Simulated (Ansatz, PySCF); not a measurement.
TeCl4, SMILES Cl[Te](Cl)(Cl)Cl.

Geometry: B3LYP-D3(BJ)/def2-SVP. The isomer is the one that the SMILES or the coordinates give; other isomers of the formula were not compared. The def2 effective core potentials stand for the cores of Te; spin–orbit coupling is left out.

Vertical ionisation energy (IE) and electron affinity (EA) in eV. Rows of orbital energies are one-electron estimates. Where ΔSCF, EOM or ADC give a negative EA the extra electron is unbound and the value depends on the basis.

| level | IE | EA |
|---|---|---|
| −ε(HOMO), −ε(LUMO), ωB97X/def2-TZVP (PySCF) | 10.60 | 1.94 |
| −ε(HOMO), −ε(LUMO), PBE/def2-TZVP (PySCF) | 7.39 | 4.53 |
| ΔSCF, PBE/def2-SVPD (Ansatz), final states of multiplicity 2 and 2 | … | … |

Problem. Fill in the missing entries. (An estimate is asked for; the answer gives what the named calculation found.)

Solution. 
- ΔSCF, PBE/def2-SVPD (Ansatz, an electronic-structure program), final states of multiplicity 2 and 2, IE: 10.26
- ΔSCF, PBE/def2-SVPD (Ansatz), final states of multiplicity 2 and 2, EA: 2.27

Problem. What vertical singlet–triplet gap does ΔSCF give with CAM-B3LYP/def2-SVPD (Ansatz) and with PBE/def2-SVPD (Ansatz)? (An estimate is asked for; the answer gives what the named calculation found.)

Solution. 3.08 and 3.02 eV (triplet above singlet where positive).
